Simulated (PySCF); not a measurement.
F3Ge, charge +1, multiplicity 1.

```xyz
4

F      1.6687     0.0000     0.0000
Ge     0.0000     0.0000     0.0000
F     -0.8343     1.4451     0.0000
F     -0.8343    -1.4451     0.0000
```
Charge +1, spin multiplicity 1.

Geometry: B3LYP-D3(BJ)/def2-SVP. The multiplicity is an assumed one; other spin states were not compared. The isomer is the one that the SMILES or the coordinates give; other isomers of the formula were not compared.

The numbers are results of B3LYP/pcSseg-2 (PySCF), not measurements. Non-relativistic, no solvent.

Computed absolute GIAO shielding of each atom: isotropic value and principal components (ppm):
```csv
atom,σ(iso),σ11,σ22,σ33,span
F1,228.0,82.3,201.3,400.4,318.1
Ge2,1445.1,1182.1,1576.6,1576.6,394.5
F3,228.0,82.3,201.3,400.4,318.1
F4,228.0,82.3,201.3,400.4,318.1
```
